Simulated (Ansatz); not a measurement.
C4H4F6OS, SMILES `CS(=O)C(C(F)(F)F)C(F)(F)F`, relaxed with RKS PBE-D4/def2-SVP in the Gaussian-basis code of Ansatz from a rough embedded geometry. The force threshold is 0.03 eV/Å; the program also tests the step.

Total charge 0; spin multiplicity 1.

Start:

```xyz
16

C    -1.943    0.339   -1.070
S    -0.850   -0.981   -0.625
O    -1.645   -1.954    0.244
C     0.307   -0.017    0.413
C     1.047    0.974   -0.291
F     0.229    1.967   -0.757
F     1.967    1.634    0.487
F     1.731    0.502   -1.368
C     1.311   -0.952    1.099
F     0.723   -1.935    1.839
F     2.131   -0.317    1.933
F     2.070   -1.574    0.143
H    -2.312    0.928   -0.106
H    -2.904   -0.073   -1.432
H    -1.541    1.006   -1.782
H    -0.322    0.453    1.272
```

(1) How much energy does the relaxation release, and in how many steps? (Best estimate.)

(2) Which bonds change most? (Best estimate.)

(3) Give the relaxed structure. (Estimate.)

Results:

(1) Computed: 18.37 kcal/mol, in 17 steps.

(2) The calculation gave: S2–C4 from 1.829 to 1.954 Å; C4–C5 from 1.423 to 1.524 Å; C1–H13 from 1.188 to 1.107 Å; C1–S2 from 1.771 to 1.844 Å.

(3) Ansatz gave: 
```xyz
16

C    -2.155    0.327   -0.774
S    -0.754   -0.859   -0.944
O    -1.219   -2.141   -0.300
C     0.388    0.079    0.334
C     1.279    1.049   -0.432
F     0.526    1.777   -1.304
F     1.895    1.925    0.386
F     2.218    0.407   -1.150
C     1.157   -0.961    1.152
F     0.331   -1.576    2.012
F     2.140   -0.369    1.876
F     1.733   -1.889    0.365
H    -2.533    0.254    0.264
H    -2.927   -0.025   -1.483
H    -1.824    1.350   -1.031
H    -0.255    0.652    1.029
```
